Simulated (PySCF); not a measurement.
BrCs, charge +1, doublet, at a GFN2-xTB geometry (such geometries of metal compounds can be far from the true shape) (a state made from the parent by changing its charge; the spin is typed, not shown lowest) (core potentials on Cs), with bond 2-1 at 2.4 times its length; CASSCF(5,5)/def2-SVP run with PySCF.

The PySCF input:
```python
from pyscf import gto, scf, mcscf
import numpy

mol = gto.Mole()
mol.atom = '''
    Cs   -0.000000   -0.000000   -1.375505
    Br    0.000000    0.000000    7.113326
'''
mol.basis = 'def2-svp'
mol.ecp = {'Cs': 'def2-svp'}
mol.charge = 1
mol.spin = 1
mol.verbose = 4
mol.build()

mf = scf.ROHF(mol)
mf.kernel()
mc = mcscf.CASSCF(mf, 5, 5)
mc.fix_spin_(ss=0.75)
mc = mc.newton()
mc.kernel()
occ = numpy.linalg.eigvalsh(mc.fcisolver.make_rdm1(mc.ci, mc.ncas, mc.nelecas))[::-1]
ss = mc.fcisolver.spin_square(mc.ci, mc.ncas, mc.nelecas)[0]
print('natural occupations', occ.round(4), ' <S^2>', round(ss, 4))
```

The log (banner, timings and long lists left out):

```
PySCF version 2.14.0

[INPUT] verbose = 4
[INPUT] num. atoms = 2
[INPUT] num. electrons = 43
[INPUT] charge = 1
[INPUT] spin (= nelec alpha-beta = 2S) = 1
[INPUT] symmetry False subgroup None
[INPUT] Mole.unit = angstrom
[INPUT] Symbol           X                Y                Z      unit          X                Y                Z       unit  Magmom
[INPUT]  1 Cs     0.000000000000   0.000000000000  -1.375505000000 AA    0.000000000000   0.000000000000  -2.599327732970 Bohr   0.0
[INPUT]  2 Br     0.000000000000   0.000000000000   7.113326000000 AA    0.000000000000   0.000000000000  13.442237974748 Bohr   0.0

nuclear repulsion = 19.636487219477
number of shells = 22
number of NR pGTOs = 109
number of NR cGTOs = 56
basis = def2-svp
ecp = {'Cs': 'def2-svp'}

******** <class 'pyscf.scf.rohf.ROHF'> ********
method = ROHF
initial guess = minao
damping factor = 0
level_shift factor = 0
DIIS = <class 'pyscf.scf.diis.CDIIS'>
diis_start_cycle = 1
diis_space = 8
diis_damp = 0
SCF conv_tol = 1e-09
SCF conv_tol_grad = None
SCF max_cycles = 50
direct_scf = True
direct_scf_tol = 1e-13
num. doubly occ = 21  num. singly occ = 1
Set gradient conv threshold to 3.16228e-05
init E= -2587.25967336125
  HOMO = -0.422404300307061  LUMO = -0.159207873669438  gap/eV = 7.16194
cycle= 1 E= -2591.80040199313  delta_E= -4.54  |g|= 0.284  |ddm|= 1.47
  HOMO = -0.342227181598162  LUMO = -0.125820974943576  gap/eV = 5.88871
cycle= 2 E= -2591.80582714246  delta_E= -0.00543  |g|= 0.0215  |ddm|= 0.16
  HOMO = -0.332661921563933  LUMO = -0.127300690288873  gap/eV = 5.58816
cycle= 3 E= -2591.80588912827  delta_E= -6.2e-05  |g|= 0.009  |ddm|= 0.0287
  HOMO = -0.334094860736716  LUMO = -0.127346579831851  gap/eV = 5.62591
cycle= 4 E= -2591.80589550424  delta_E= -6.38e-06  |g|= 0.000725  |ddm|= 0.00377
  HOMO = -0.334318568051781  LUMO = -0.127369699706158  gap/eV = 5.63137
cycle= 5 E= -2591.80589573651  delta_E= -2.32e-07  |g|= 0.000107  |ddm|= 0.00204
  HOMO = -0.334269388644184  LUMO = -0.127369634259839  gap/eV = 5.63003
cycle= 6 E= -2591.80589574003  delta_E= -3.52e-09  |g|= 2.3e-05  |ddm|= 0.000238
  HOMO = -0.334270455632861  LUMO = -0.127369504068053  gap/eV = 5.63006
cycle= 7 E= -2591.80589574077  delta_E= -7.48e-10  |g|= 9.65e-06  |ddm|= 8.91e-05
  HOMO = -0.334271875456913  LUMO = -0.127369386594946  gap/eV = 5.63010
Extra cycle  E= -2591.80589574087  delta_E= -9.5e-11  |g|= 6.15e-06  |ddm|= 4.54e-05
converged SCF energy = -2591.80589574087

******** <class 'pyscf.mcscf.newton_casscf.CASSCF'> ********
CAS (3e+2e, 5o), ncore = 19, nvir = 32
max_cycle_macro = 50
max_cycle_micro = 10
conv_tol = 1e-07
conv_tol_grad = None
orbital rotation max_stepsize = 0.03
augmented hessian ah_max_cycle = 30
augmented hessian ah_conv_tol = 1e-12
augmented hessian ah_linear dependence = 1e-14
augmented hessian ah_level shift = 1e-08
augmented hessian ah_start_tol = 500
augmented hessian ah_start_cycle = 3
augmented hessian ah_grad_trust_region = 3
kf_trust_region = 3
kf_interval = 5
natorb = False
canonicalization = True
internal_rotation = False
******** <class 'pyscf.fci.addons.SpinPenaltyFCISolver'> ********
max. cycles = 50
conv_tol = 1e-08
davidson only = True
linear dependence = 1e-12
level shift = 0.001
max iter space = 12
nroots = 1
pspace_size = 400
spin = None

WARN: SO-CASSCF (Second order CASSCF) is an experimental feature. Its performance is bad for large systems.

CASCI E = -2591.80589585348  dE = -2591.8059  S^2 = 0.7500000
Set conv_tol_grad to 0.000316228
macro 1 (1 JK  0 micro), CASSCF E = -2591.80589585356  dE = -7.913e-11  |grad|=1.76e-05  S^2 = 0.7500000
newton CASSCF converged in 1 macro (1 KF 0 Hx) steps
CASSCF canonicalization
Density matrix diagonal elements [1.99999968e+00 1.99999996e+00 1.00000003e+00 2.99393315e-07
 2.74902588e-08]
CASSCF energy = -2591.80589585356
CASCI E = -2591.80589585356  E(CI) = -6.71041346063157  S^2 = 0.7500000
natural occupations [2. 2. 1. 0. 0.]  <S^2> 0.75
```
